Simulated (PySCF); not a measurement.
Compound: C₆H₈O.
SMILES with atom numbers: `[CH3:1]/[CH:2]=[C:3]1[CH:4]=[C:5]\1[O:6][CH3:7]` (hydrogens: H8, H9, H10 on C1; H11 on C2; H12 on C4; H13, H14, H15 on C7)

A GFN2-xTB structure was refined with PySCF 2.14.0, PBE0-D3(BJ)/def2-SVP geometry optimisation, gas phase. Its GFN2-xTB values:

```csv
coordinate,GFN2-xTB
C1–C2,1.500 Å
C1–H8,1.087 Å
C2=C3,1.315 Å
C2–H11,1.082 Å
C3–C4,1.460 Å
C3–C5,1.445 Å
C4=C5,1.328 Å
C4–H12,1.061 Å
C5–O6,1.317 Å
O6–C7,1.421 Å
C7–H13,1.088 Å
C1–C2–C3,123.6°
C2–C3–C4,152.8°
C2–C3–C5,152.8°
C3–C4–C5,62.2°
C3–C5–C4,63.4°
C3–C5–O6,147.8°
C4–C3–C5,54.4°
C4–C5–O6,148.8°
C4–C5–O6–C7,179°
```

How do these coordinates change at the PBE0-D3(BJ)/def2-SVP level?

| coordinate | PBE0-D3(BJ)/def2-SVP (Å or °) | change |
| --- | --- | --- |
| C4–H12 | 1.086 | +0.025 |
| C2=C3 | 1.337 | +0.022 |
| C3–C5 | 1.428 | -0.017 |
| C1–H8 | 1.101 | +0.014 |
| C2–H11 | 1.095 | +0.013 |
| C5–O6 | 1.309 | -0.008 |
| C7–H13 | 1.096 | +0.008 |
| C4=C5 | 1.324 | -0.004 |
| C1–C2 | 1.497 | -0.003 |
| C3–C4 | 1.459 | -0.001 |
| O6–C7 | 1.421 | 0.000 |
| C4–C5–O6 | 147.6 | -1.2 |
| C2–C3–C4 | 152.0 | -0.8 |
| C3–C4–C5 | 61.5 | -0.7 |
| C3–C5–O6 | 148.5 | +0.7 |
| C2–C3–C5 | 153.4 | +0.6 |
| C3–C5–C4 | 63.9 | +0.5 |
| C1–C2–C3 | 124.0 | +0.4 |
| C4–C3–C5 | 54.6 | +0.2 |
| C4–C5–O6–C7 | -179 | +2 |

The energy falls by 1.4 kcal/mol over 8 energy and gradient evaluations, the largest force component goes from 0.0308 to 2.1e-04 Eh/bohr, and the atoms move by 0.078 Å rms after alignment. The bond that changes most is C4–H12 (alkene CH carbon to vinylic hydrogen), which lengthens by 0.025 Å. Bonds longer at the end by more than 0.005 Å: 9 of 15; shorter: 2. Rotational constants go from 6218, 1494, 1223 to 6240, 1485, 1218 MHz.

The run used 138 basis functions and 52 SCF cycles in all. On one thread, x86-64 server (shared host), this took 41 s wall.

Not checked by PBE0-D3(BJ)/def2-SVP frequencies. The numbers are those of one conformer.

Conformer computed: `[CH3:1]/[CH:2]=[C:3]1[CH:4]=[C:5]\1[O:6][CH3:7]`: C4–C5–O6–C7 -179°.
